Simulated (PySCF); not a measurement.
Excitation energies in several basis sets

Compound: C3H9FOSi.
SMILES: `C[C@H](F)CO[SiH3]`

TDDFT with PBE0 (PySCF), vertical singlets, core orbitals frozen in the response, spherical d and f functions. Isolated species at its PBE0-D3(BJ)/def2-SVP geometry (one conformer only).

```json
{"basis": "6-31G*", "functions": "106", "diffuse": "no", "S1 (eV)": "7.16", "S2 (eV)": "7.90", "S3 (eV)": "8.92", "S4 (eV)": "8.99", "S5 (eV)": "9.10", "LUMO (eV)": "0.93", "α (au)": "56.4"}
{"basis": "6-31+G*", "functions": "130", "diffuse": "yes", "S1 (eV)": "6.90", "S2 (eV)": "7.43", "S3 (eV)": "7.60", "S4 (eV)": "7.82", "S5 (eV)": "7.92", "LUMO (eV)": "0.24", "α (au)": "63.7"}
{"basis": "def2-SVP", "functions": "133", "diffuse": "no", "S1 (eV)": "7.39", "S2 (eV)": "8.10", "S3 (eV)": "8.53", "S4 (eV)": "8.99", "S5 (eV)": "9.09", "LUMO (eV)": "1.05", "α (au)": "59.7"}
{"basis": "aug-cc-pVDZ", "functions": "223", "diffuse": "yes", "S1 (eV)": "6.79", "S2 (eV)": "7.05", "S3 (eV)": "7.46", "S4 (eV)": "7.50", "S5 (eV)": "7.51", "LUMO (eV)": "-0.11", "α (au)": "71.0"}
{"basis": "def2-TZVP", "functions": "246", "diffuse": "no", "S1 (eV)": "7.03", "S2 (eV)": "7.72", "S3 (eV)": "8.12", "S4 (eV)": "8.59", "S5 (eV)": "8.62", "LUMO (eV)": "0.50", "α (au)": "66.7"}
```

Problem. How much do these states and the polarisability depend on the basis?

Solution. States are compared by their number. Against the largest diffuse basis here (aug-cc-pVDZ, itself not a converged limit), sets without diffuse functions differ by up to 0.60 eV in S1 and 1.59 eV in S5; the smaller diffuse sets differ by up to 0.11 and 0.41 eV. State by state, the largest deviation of a set without diffuse functions is S1 0.60, S2 1.04, S3 1.45, S4 1.50, S5 1.59 eV. The same number needn't mean the same state in each row. Against aug-cc-pVDZ the polarisability deviates by -21% in 6-31G*, -10% in 6-31+G*, -16% in def2-SVP, -6% in def2-TZVP. A single + in a Pople set puts diffuse functions on heavy atoms only.
